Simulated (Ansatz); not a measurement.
Gas-phase electronic energies from Ansatz, PBE0-D4/def2-TZVP geometries. CCSD(T)/CBS is the MP2 limit (def2-TZVPP, def2-QZVPP) plus CCSD(T) − MP2 in def2-TZVPP, frozen cores. This one scheme is used for every species, atoms too. Functionals use def2-TZVPP. HSE06 is defined as in plane-wave codes. Open shells (•) are unrestricted, without spin–orbit coupling. Spin–orbit coupling would lower the free atoms: a little for C, O.

`O=C1CCCCO1` → 5 C• + 8 H• + 2 O•  (atomization)

Task: What is ΔE at CCSD(T)/CBS? (Estimate.)

Result: Computed: +6455.5 kJ/mol.

Task: What do these levels give: BLYP-D4, r2SCAN-D4, r2SCANh-D4, HSE06-D4, BHLYP-D4, CAM-B3LYP-D4, PBE0, HSE06, CCSD(T)/def2-SVP, CCSD(T)/def2-TZVPP, SCS-MP2/def2-QZVPP, HF/CBS(def2)? (Estimate.)

Result: The calculation gave: BLYP-D4 6466.1, r2SCAN-D4 6499.5, r2SCANh-D4 6453.6, HSE06-D4 6535.7, BHLYP-D4 6239.7, CAM-B3LYP-D4 6497.4, PBE0 6503.3, HSE06 6510.6, CCSD(T)/def2-SVP 6201.5, CCSD(T)/def2-TZVPP 6300.9, SCS-MP2/def2-QZVPP 6484.3, HF/CBS(def2) 4681.6 kJ/mol.

Largest T1 diagnostic among the species: 0.013.

Leaving LDA and LC-ωPBE aside and taking each functional with its dispersion term where it has one, the values, not all of them listed here, spread over 432.7 kJ/mol, from BHLYP-D4 to PBE-D4. LDA lies +876.6 kJ/mol from PBE without D4, its usual overbinding. The D4 term adds +51.7 kJ/mol with B3LYP and +27.3 kJ/mol with PBE0; it sums over pairs of atoms, weighted by their polarisabilities, and B3LYP, whose exchange is more repulsive, gets the larger term. At CCSD(T), def2-SVP lies −254.0 kJ/mol from the extrapolated value and def2-TZVPP −154.6 kJ/mol: correlation converges slowly with the basis, and small sets miss more of it in the bonded molecule than in its fragments.

B3LYP here is the variant with VWN-RPA as its local correlation; programs differ in this.

For atomizations the MP2-based limit and the directly extrapolated one differ by several kJ/mol either way, and by 10 to 25 for some Ge, Se and Sn compounds, so smaller differences from it don't rank the levels.
